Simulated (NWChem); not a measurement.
Basis-set convergence for H₂GeOS

```xyz
5

Ge    -0.6327    -0.2966     0.0000
O      0.4930    -1.6914     0.0000
H      1.4444    -1.5101     0.0000
S      0.9286     1.3851     0.0000
H     -0.0005     2.3696     0.0000
```
Charge 0, spin multiplicity 1.

The numbers come from NWChem runs, not from measurements. Structure: optimised with B3LYP/def2-SVP, a minimum by its harmonic frequencies. It is one conformer; others weren't searched.

Quantity: dipole moment at the level B3LYP.

The Hamiltonian is non-relativistic. B3LYP has NWChem's definition, with VWN1-RPA local correlation. The Pople sets run with spherical d functions. The structure started from a generated list of species.

### Question
In cc-pVQZ the value is 0.85 D. Among STO-3G, 6-31G*, cc-pVDZ, pcseg-1, def2-SVPD, aug-pcseg-1, pcseg-2, def2-TZVPP, def2-TZVPD, which is the smallest basis within 0.1 D of it?

### Answer
STO-3G, with 34 functions against 242 (also within reach: 6-31G*, def2-SVPD, aug-pcseg-1, def2-TZVPP, def2-TZVPD). cc-pVQZ isn't the basis-set limit itself, and a small set can land close by cancellation.

| basis | functions | dipole moment (D) |
|---|---|---|
| STO-3G | 34 | 0.83 |
| 6-31G* | 68 | 0.78 |
| cc-pVDZ | 69 | 0.73 |
| pcseg-1 | 69 | 0.97 |
| def2-SVPD | 104 | 0.93 |
| aug-pcseg-1 | 104 | 0.92 |
| pcseg-2 | 135 | 0.99 |
| def2-TZVPP | 149 | 0.88 |
| def2-TZVPD | 158 | 0.89 |
| cc-pVQZ | 242 | 0.85 |
